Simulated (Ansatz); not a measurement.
```yaml
crystal:
  periodic: [false, false, false]
  atoms:
    - {symbol: N, position_ang: [-0.425431, 1.190431, -1.263463]}
    - {symbol: Si, position_ang: [-0.492547, -0.179672, -0.197627]}
    - {symbol: N, position_ang: [1.038003, -0.583504, 0.410060]}
    - {symbol: Cl, position_ang: [-1.881258, 0.350650, 1.242392]}
    - {symbol: H, position_ang: [-0.047889, 2.036255, -0.831971]}
    - {symbol: H, position_ang: [-1.015186, -1.368082, -0.894478]}
    - {symbol: H, position_ang: [1.318135, -1.544435, 0.514173]}
    - {symbol: H, position_ang: [1.598374, 0.041357, 0.965112]}
basis:
  gaussian: {orbitals: aug-cc-pVTZ}
magnetization: {spin_polarized: true, initial_magnetization: 1}
hamiltonian: {xc: {name: wB97X}}
outputs: {forces: true}
```

```sh
$ ansatz run in.yaml --threads 4 --pin off --events-out ev --progress --plain --max-ram 10444MiB
```

It prints (some lines left out):

```
Error: YAML parse error: error: line 16 column 1: unknown field `outputs`, expected one of crystal, accuracy, basis, kpoints, hamiltonian, magnetization, projection, total_charge, correlation, batch, efield, external_charges, scf, relax, neb, saddle, md, ramp, phonons, dielectric, real_time, elastic, magnetic_configurations, gw, evaluate, workflow, output, checkpoint, execution
14 | magnetization: {spin_polarized: true, initial_magnetization: 1}
15 | hamiltonian: {xc: {name: wB97X}}
16 | outputs: {forces: true}
```

Task: Something in this input is off. What?

Result: The input holds a key that doesn't belong there. The input was rejected before any iteration.
